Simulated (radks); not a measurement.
The mean radii <r> (bohr) of the occupied orbitals of an atom or ion are listed with their occupations. Method: Dirac Kohn-Sham, relativistic LDA (MacDonald-Vosko exchange, VWN5 correlation), spin-unpolarised, spherical densities, finite nucleus; Fermi nuclear charge, rms radius of each element as measured or else 0.836 A^(1/3) + 0.57 fm; computed with a radial shooting solver on a logarithmic mesh with Libxc functionals.

orbital  occ.      <r>
1s1/2       2  0.01612
2s1/2       2  0.06616
2p1/2       2  0.05415
2p3/2       4  0.06264

Name the element and its charge. Open shells, if any, fill j = l - 1/2 first.

Answer. Z = 82, lead, charge +72: Pb72+ in [Ne]. The 1s radius gives Z: for a bare nucleus <r> = (2 gamma + 1)/(2Z) with gamma = sqrt(1 - (Z/c)^2), 0.01587 bohr for Z = 82, and screening makes it slightly larger (0.01612 here). The occupations add up to 10, and the charge is Z minus that.
